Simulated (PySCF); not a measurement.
**Excitation energy of Cu by level of theory**

Cu [Ar] 3d10 4s1 (2S) → Cu [Ar] 3d9 4s1 5s1 (4D), as a difference of total energies. Computed with PySCF 2.14 in aug-cc-pwCVTZ-DK (10s9p7d4f3g, 127 functions), with the spin-free X2C one-electron Hamiltonian (Gaussian nucleus). Correlated levels: valence: [Ar] frozen; valence and next inner shell: [Ne] frozen; nothing frozen. The calculations carry no spin-orbit coupling.

| method | excitation energy (cm⁻¹) |
| --- | --- |
| UHF | 37881 |
| LDA | 70449 |
| PBE | 65681 |
| PBE0 | 60089 |
| r2SCAN | 62638 |
| PW91 | 66167 |
| BHandHLYP | 55911 |
| BP86 | 66606 |
| MP2 (valence) | 67893 |
| SCS-MP2 (valence) | 64823 |
| MP2 (valence and next inner shell) | 72881 |
| SCS-MP2 (valence and next inner shell) | 68624 |
| MP2 (all electrons) | 72995 |
| SCS-MP2 (all electrons) | 68681 |

A first-order spin-orbit estimate (lowest level to lowest level, LS coupling) adds -0.114 eV.

The upper state lies above the first ionisation limit, but in LS coupling its spin forbids autoionisation to the ground ion. A Rydberg-like electron needs more diffuse functions than a valence basis has.

The promoted electron is Rydberg-like, and one or two diffuse shells describe it only roughly, which tends to raise the upper state.
